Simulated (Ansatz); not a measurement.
Reaction (SMILES): [S]=[Ge] (S-Ge) (closed-shell singlet) → Ge atom + S atom
B3LYP-D3(BJ)/def2-TZVP geometries, fixed; electronic energies without zero-point terms.

Basis-set convergence of the atomisation energy at HF with Ansatz (a quantum-chemistry and plane-wave program). Cartesian d functions, on some or all atoms, in 3-21G, 6-31G**; all else is spherical. Open shells are unrestricted. No added dispersion term, no relativity. Functions are those of the species that has most. Reference: the value in aug-cc-pV(5+d)Z, 74.84 kcal/mol, itself unsure by roughly 0.08 kcal/mol (its mean distance from pcseg-4, aug-pcseg-3, aug-cc-pV(Q+d)Z).

```json
[
 {"basis": "STO-3G", "functions": "27", "atomisation energy (kcal/mol)": "86.61"},
 {"basis": "pcseg-0", "functions": "35", "atomisation energy (kcal/mol)": "(withheld)"},
 {"basis": "3-21G", "functions": "36", "atomisation energy (kcal/mol)": "(withheld)"},
 {"basis": "6-31G**", "functions": "54", "atomisation energy (kcal/mol)": "(withheld)"},
 {"basis": "def2-TZVPPD", "functions": "105", "atomisation energy (kcal/mol)": "(withheld)"},
 {"basis": "pcseg-3", "functions": "132", "atomisation energy (kcal/mol)": "74.88"},
 {"basis": "aug-cc-pV(Q+d)Z", "functions": "182", "atomisation energy (kcal/mol)": "74.83"},
 {"basis": "aug-pcseg-3", "functions": "182", "atomisation energy (kcal/mol)": "74.94"},
 {"basis": "cc-pV(5+d)Z", "functions": "204", "atomisation energy (kcal/mol)": "74.83"}
]
```

Q: Some entries are withheld; supply them.

A: 
- pcseg-0, atomisation energy (kcal/mol): 46.18
- 3-21G, atomisation energy (kcal/mol): 55.31
- 6-31G**, atomisation energy (kcal/mol): 70.99
- def2-TZVPPD, atomisation energy (kcal/mol): 75.35
